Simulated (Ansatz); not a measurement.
`CCBBO` → `BCCBO`  (isomerisation)

Calculated with Ansatz (gas phase, PBE0-D4/def2-TZVP geometries, no zero-point term in ΔE). CBS: MP2 limit from def2 TZ/QZ plus the TZ coupled-cluster correction, frozen cores. Functionals use def2-TZVPP. One conformer a species, not always the lowest.

```tsv
level	ΔE (kcal/mol)
PBE0	-4.8
HF/CBS(def2)	-7.1
```

Question: What does CCSD(T)/CBS give? (Best estimate.)

Answer: The calculation gave: -6.1 kcal/mol. The listed levels differ from it by 1.3, -1.0 kcal/mol.

Largest T1 diagnostic among the species: 0.012.

From PBE to PBE0 (25 % exact exchange), in def2-TZVPP and without D4, ΔE moves by −0.9 kcal/mol.
